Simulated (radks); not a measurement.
Spherical quantum dot in the effective-mass picture: electrons in a parabolic well V = omega^2 r^2 / 2 with omega = 0.258, all in effective atomic units (hartree* = m*/eps^2 hartree, bohr* = eps/m* bohr), one dielectric constant everywhere. Method: non-relativistic Kohn-Sham, LDA (Slater exchange, Perdew-Wang correlation), spin-polarised, spherical densities; computed with a radial shooting solver with Libxc functionals. Levels are named by radial order and angular momentum (1s, 1p, 1d, 2s, ...), and open shells are averaged over m. Results are scaled to m* = 0.136 and eps = 10.5, for which hartree* = 33.57 meV and bohr* = 4.086 nm.

N = 18, configuration 1s2 1p6 1d10. This is the lowest configuration that the search found. Occupied and some empty levels:

| level | occupation | eigenvalue (meV) | <r> (nm) |
|---|---|---|---|
| 1s | 2 | 131.35 | 15.93 |
| 1p | 6 | 134.19 | 19.49 |
| 1d | 10 | 137.57 | 21.74 |
| 2s | 0 | 138.65 | 17.73 |
| 1f | 0 | 141.46 | 23.45 |
| 2p | 0 | 143.42 | 19.85 |

Energy (meV): total 1497.71, kinetic 102.23, external 537.31, Hartree 983.70, exchange-correlation -125.53.
